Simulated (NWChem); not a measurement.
Molecule: CClF, singlet; SMILES F[C]Cl

All runs: NWChem. Medium grid unless said otherwise, to which SCAN and Minnesota functionals are sensitive. Low-valent species are run as closed-shell singlets; no triplet was tried in these runs. All runs use the structure optimised with PBE0/def2-SVP. Hybrids' shares of exact exchange are those that their runs print; pure functionals count as 0. The functionals differ in more than this share.

| row | share of exact exchange | highest occupied level (eV) |
|---|---|---|
| PBE/def2-SVP | 0.00 | -6.26 |
| RPBE/def2-SVP | 0.00 | -6.24 |
| B3LYP/def2-SVP | 0.20 | -7.54 |
| MN15/def2-SVP | 0.44 | -8.62 |
| M06-2X/def2-SVP | 0.54 | withheld |
| Hartree-Fock/def2-SVP | 1.00 | -11.62 |

Fit a straight line of the last column on the one before it, predict the withheld value, and compare with the run.


1. Means of the 5 shown rows: x = 0.328, y = -8.056. Slope Σ(x − x̄)(y − ȳ)/Σ(x − x̄)² = -3.709/0.6957 = -5.331; intercept -6.307.
2. The shown rows scatter about the line by 0.085 (root mean square); the largest residual is -0.17, at B3LYP/def2-SVP.
3. At x = 0.54 (M06-2X/def2-SVP; inside the shown range) the line gives -9.19.
4. The run gives -9.24, -0.05 from the line, 0.6 times the scatter.
